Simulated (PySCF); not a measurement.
# MRb for M along the alkali metals

MP2 with double-zeta basis sets in PySCF, for the lowest determinant that a PBE0 search found; no spin–orbit coupling. De refers to high-spin ground-configuration atoms.

```csv
M,basis,"reference, frozen orbitals",state (unpaired electrons),Re (Å),ωe (cm⁻¹),De (eV)
Li,def2-SVP,"RHF, 0",singlet (closed shell),3.568,186,0.36
Na,def2-SVP,"RHF, 1",singlet (closed shell),3.714,105,0.34
Rb,def2-SVP,"RHF, 0",singlet (closed shell),4.252,55.1,0.22
Cs,def2-SVP,"RHF, 0",singlet (closed shell),4.473,47.8,0.24
```

(1) The row for M = K is missing. Estimate Re, ωe and De as the mean of the rows for Na and Rb, and compare with the calculation.

Correlated steps freeze the inner cores (0 to 5 orbitals); shallow outer-core shells are correlated. Weak bonds: CsRb, KRb, Rb2, RbLi, RbNa. Basis-set superposition, not corrected here, can be much of De in a small basis, most of all at correlated wavefunction levels. Spin–orbit coupling is left out. Where the molecule has an RHF reference, its open-shell atoms are computed with UHF.

## Answers

(1) The means are 3.983 Å, 80.0 cm⁻¹ and 0.28 eV. RHF-MP2 in def2-SVP gives KRb as a singlet (closed shell) with Re = 4.107 Å, ωe = 76.2 cm⁻¹, De = 0.31 eV, so the estimate is off by -12.4 pm, +5 % and -0.03 eV.
